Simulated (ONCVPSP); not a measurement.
Transferability test, ONCV potential for Rh

```
Element                 : Rh (Z = 45)
Generator               : ONCVPSP 4.0.1
Type                    : optimised norm-conserving Vanderbilt (ONCV)
Functional              : PBE
Relativity              : scalar-relativistic
Frozen core             : [Ar] 3d10
Valence charge          : 17
Reference configuration : 4s2 4p6 4d7 5s2
Partial waves           : 4s+5s: rc 1.50 bohr, ncon 4, nbas 7, qcut 8.1 1/bohr, 2 projectors; 4p: rc 1.50 bohr, ncon 3, nbas 7, qcut 10.7 1/bohr, 1 projector; 4d: rc 1.20 bohr, ncon 3, nbas 6, qcut 9.1 1/bohr, 1 projector
Local potential         : polynomial inside 1.00 bohr (lpopt 5, dvloc0 0 Ha)
Core correction         : Teter function, fcfact 2.25, rcfact 1.7
```

Energies are relative to the spin-unpolarised reference configuration 4s2 4p6 4d7 5s2; without spin polarisation the order of configurations can differ from experiment.

```tsv
valence configuration	charge	ΔE all-electron (eV)	error AE − PS (meV)
4s2 4p6 4d8 5s1	0	-2.479	-2.2
4s2 4p6 4d8 5s0	+1	4.982	-5.9
4s2 4p6 4d7 5s0	+2	24.493	-6.7
```

(1) What are ΔE and the potential's error for 4s2 4p6 4d7 5s1 5p1?

Levels in the configuration 4s2 4p6 4d7 5s0:

```tsv
level	all-electron (eV)	pseudo (eV)
4s	-103.456	-103.482
4p	-71.244	-71.253
4d	-25.742	-25.741
```

Answers

(1) ΔE = 4.141 eV all-electron; the error (AE − PS) is +52 meV.
